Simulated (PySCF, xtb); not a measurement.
ClI, SMILES ClI.

GFN2-xTB (xtb) at its own geometry gives an orbital gap of 3.05 eV and a dipole moment of 2.71 D.

The structure is a stationary point at B3LYP-D3(BJ)/def2-TZVP. The def2 effective core potentials stand for the cores of I; spin–orbit coupling is left out.

Question: What does CAM-B3LYP/def2-TZVPD in PySCF give? (Estimate from the structure and the level; the computed values follow.)

Answer: gap 6.58 eV (levels -9.18 and -2.60 eV), dipole 1.28 D.
